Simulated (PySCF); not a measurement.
**Telling isomers of C₄H₇F₂N apart by NMR**

- NMR shieldings at PBE0/pcSseg-1/GIAO
- J couplings at B3LYP/pcJ-1 (spin–dipole term left out of most H,H and C,H couplings)
- GFN2-xTB geometry
- run in PySCF 2.14
- single conformer, equivalent nuclei averaged, non-relativistic Hamiltonian, isolated molecule

Shifts are taken against calculated references (same method and geometry level): ¹H, ¹³C vs TMS. Multiplet labels drop J under 1 Hz and among equivalent protons, and merge close values. Unscaled 3J(H,H) run several per cent high. Splittings of carbon signals by F and P are missing where no couplings were computed. Where no couplings were computed, multiplicities follow the n + 1 count of equivalent neighbours, and m marks all less simple cases (inequivalent or close neighbours, rings, F or P nearby). Vicinal couplings that depend on rotamer populations or ring flexing (ring, CH–CH, X–H and H–F types) are those of the one conformer. One-bond C–F couplings are unscaled and too large by tens of Hz. Shifts are as computed. Against solution values, carbons near 30 ppm lie about +3 ppm off and those near 130 ppm about +5 ppm. Of 1211 compounds with measured shifts, 218 miss one by over three times the rms of a fit or turn the order of signals round; such compounds aren't used in these exercises. OH and NH positions are gas-phase values without hydrogen bonding to other molecules.

(1) Tabulate the signals of `C=C[C@@H](N)C(F)F`, `NC/C=C/C(F)F` and their relative energies.

(2) What is the quickest way to tell C=C[C@@H](N)C(F)F from NC/C=C/C(F)F?

Results:

(1) 
```json
{"SMILES": "C=C[C@@H](N)C(F)F", "carbon types": "3×CH 1×CH2", "δC": "142.6, 128.9, 125.9, 65.1", "δH": "5.83 (m, 1H), 5.74 (m, 1H), 5.66 (m, 1H), 5.41 (m, 1H), 3.29 (m, 1H), 0.84 (br s, 2H)", "E rel. (kcal/mol)": "0.9"}
{"SMILES": "NC/C=C/C(F)F", "carbon types": "3×CH 1×CH2", "δC": "147.1, 129.3, 119.0, 50.4", "δH": "6.49 (t of quint, 1H), 6.32 (m, 1H), 5.63 (dtq, 1H), 3.45 (m, 2H), 0.63 (br s, 2H)", "E rel. (kcal/mol)": "0.0"}
```

Energies are electronic energies at PBE0/pcSseg-1 on these geometries, without zero-point or thermal terms, each for the one conformer computed, which needn't be the lowest.

(2) Both give the same number of carbon signals, with the same numbers of each carbon type, so the positions decide. The first has a terminal =CH2 carbon at 128.9 ppm, the second an allylic sp3 CH2 bonded to N at 50.4 ppm. Their most deshielded carbons lie at 142.6 and 147.1 ppm. In the proton spectra the most deshielded non-exchanging signals are 5.83 (m, 1H) and 6.49 (t of quint, J = 62.8, 1.6 Hz, 1H).
